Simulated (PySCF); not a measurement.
A side-by-side comparison of computed properties.

First species: C4H13NOSi.
InChI=1S/C4H13NOSi/c1-5-3-2-4-7-6/h5-6H,2-4,7H2,1H3

Second species: C4H13NOSi.
Cartesian coordinates in Å at the GFN2-xTB level; atoms count from 1:
```
atom  x, y, z in Å
C1    -2.5908    0.8338    0.5096
C2    -2.2158   -0.0992   -0.6354
C3    -1.2782   -1.2286   -0.1895
N4    -0.0075   -0.7774    0.3076
Si5    1.2802   -0.3491   -0.7269
O6     2.3250    0.2735    0.3502
C7     3.6174    0.6962    0.0715
H8    -3.2830    1.5987    0.1654
H9    -1.7068    1.3294    0.9044
H10   -3.0670    0.2776    1.3146
H11   -3.1203   -0.5440   -1.0555
H12   -1.7185    0.4704   -1.4221
H13   -1.0796   -1.8792   -1.0437
H14   -1.7752   -1.8240    0.5854
H15   -0.0885   -0.2811    1.1819
H16    1.0208    0.6496   -1.7818
H17    1.7769   -1.5718   -1.3696
H18    3.6329    1.4030   -0.7626
H19    4.2562   -0.1527   -0.1871
H20    4.0166    1.1854    0.9612
```

Levels: PBE0/pcSseg-1 for HOMO energy, LUMO energy and HOMO–LUMO gap. Geometries: GFN2-xTB. Each species is one conformer at its optimised geometry, gas phase, non-relativistic unless stated; the electronic structure was computed with PySCF and density fitting.

Dipoles, sizes and rotational constants follow the conformer. The torsions of the flexible species, by atom-mapped SMILES:
- `[CH3:1][CH2:2][CH2:3][NH:4][SiH2:5][O:6][CH3:7]`: C1–C2–C3–N4 -62°, C2–C3–N4–Si5 -81°, C3–N4–Si5–O6 172°, N4–Si5–O6–C7 175°

The conformers of `CNCCC[SiH2]O` aren't listed.

Values for the first species:

- HOMO energy: -7.23 eV
- LUMO energy: 1.00 eV
- HOMO–LUMO gap: 8.23 eV

Q: Estimate the same properties for the second species, and the change in each.

A: 
```json
{"property": "HOMO energy", "first": "-7.23 eV", "second": "-6.60 eV", "second less first": "+0.63 eV"}
{"property": "LUMO energy", "first": "1.00 eV", "second": "0.71 eV", "second less first": "-0.29 eV"}
{"property": "HOMO–LUMO gap", "first": "8.23 eV", "second": "7.31 eV", "second less first": "-0.92 eV"}
```

